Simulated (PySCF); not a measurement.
## Gas-phase XPS of `[SiH3][GeH2][N]([SiH3])[SiH3]`, computed

GeH11NSi3.
SMILES with atom numbers: `[SiH3:1][GeH2:2][N:3]([SiH3:4])[SiH3:5]`

Method used: delta-SCF UKS SCAN, pcX-2 on the ionised atom, pcseg-1 elsewhere, spin-free X2C in PySCF. Binding energies are ΔSCF values: E(core-ionised, relaxed orbitals) − E(ground state) at a fixed geometry, referred to the vacuum level.

Give the core binding energies atom by atom.

```
atom(s)                      environment     level  binding energy (eV)  2p1/2 (eV)  above the level's lowest (eV)  count
Si4/Si5                     SiH3 silicon     Si 1s              1846.79           –                          +0.47      2
    Si1                     SiH3 silicon     Si 1s              1846.32           –                           0.00      1
     N3  nitrogen bridging silicon atoms      N 1s               403.53           –                           0.00      1
Si4/Si5                     SiH3 silicon  Si 2p3/2               106.92      107.54                          +0.31      2
    Si1                     SiH3 silicon  Si 2p3/2               106.61      107.23                           0.00      1
```

The listed Si 1s values span 0.47 eV, from Si1 (bonded to 3 H and Ge) to Si4/Si5 (bonded to N and 3 H).

The listed Si 2p3/2 values span 0.31 eV, from Si1 (bonded to 3 H and Ge) to Si4/Si5 (bonded to N and 3 H). Summing the Pauling electronegativity differences to the bonded atoms, each weighted by its formal bond order, gives +1.01 for the lowest site and +2.04 for the highest.

Give the binding energy of Si 1s of Si4/Si5 in hartree and in kJ/mol.

1846.79 eV = 67.8683 Eh = 178188 kJ/mol.

Which photon wavelength matches the Si 1s of Si4/Si5 threshold?

λ = hc/E = 12398.42 eV Å / 1846.79 eV = 6.713 Å.

One atom of each set of topologically equivalent atoms was ionised and stands for the set; in this conformer not all members are related by symmetry, and their own values weren't computed. The 2p values add to the ΔSCF energy of one spin-free hole a correction within the shell (spin–orbit coupling, ligand field). 2p1/2 minus 2p3/2 (ligand field included): Si 0.62 eV. No level of germanium is listed. Isolated species at its PBE0-D3(BJ)/def2-SVP geometry (one conformer only).

Conformer computed: `[SiH3:1][GeH2:2][N:3]([SiH3:4])[SiH3:5]`: Si1–Ge2–N3–Si4 -64°.
